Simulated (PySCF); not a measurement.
Bonds (- single, = double, # triple, : aromatic): C1-C2, C2-C3, C3:C4, C4-F5, C4:C6, C6:N7, N7:N8, N8-Si9, N8:C3. C1 carries H10, H11, H12; C2 carries H13, H14; C6 carries H15; Si9 carries H16, H17, H18.

Method: GFN2-xTB geometry, GIAO PBE0/pcSseg-1 shieldings, in PySCF 2.14.0 with density-fitted response routines (non-relativistic Hamiltonian, in vacuum, a single conformation, fast rotation and ring inversion assumed for equivalent nuclei).

Shifts are taken against calculated references (same method and geometry level): $^{13}$C and $^{1}$H and $^{29}$Si against TMS; $^{19}$F vs CFCl3; $^{15}$N vs NH3.

```tsv
atoms	nucleus	count	δ (ppm)
F5	$^{19}$F	1	-192.2
H13/H14	$^{1}$H	2	2.87
H15	$^{1}$H	1	7.59
C3	$^{13}$C	1	140.5
C4	$^{13}$C	1	159.1
C6	$^{13}$C	1	135.6
C1	$^{13}$C	1	18.0
Si9	$^{29}$Si	1	-46.5
H16/H17/H18	$^{1}$H	3	?
H10/H11/H12	$^{1}$H	3	?
C2	$^{13}$C	1	?
N7	$^{15}$N	1	349.0
N8	$^{15}$N	1	?
```

**Question.** Estimate the values marked ?.

**Answer.** 
- C2: 21.9 ppm, sp3 CH2 on an aromatic ring; saturated and bonded to C and H only
- H16/H17/H18: 5.26 ppm, hydrogen on a silicon bonded to N
- H10/H11/H12: 1.28 ppm, hydrogen on a methyl carbon
- N8: 210.4 ppm, pyrrole-type ring nitrogen

Shifts are as computed. Against solution values, carbons near 30 ppm lie about +3 ppm off and those near 130 ppm about +5 ppm. Of 1309 compounds with measured shifts, 239 miss one by over three times the rms of a fit or turn the order of signals round; such compounds aren't used in these exercises. Unscaled 19F shifts against computed CFCl3 carry errors that often reach 10 to 50 ppm. Experimental scales use liquid or dissolved standards, which lie at an offset from isolated NH3 (liquid NH3: subtract about 20 ppm). Unscaled 15N shifts of sp2 nitrogen come out 20 to 40 ppm too high even then.
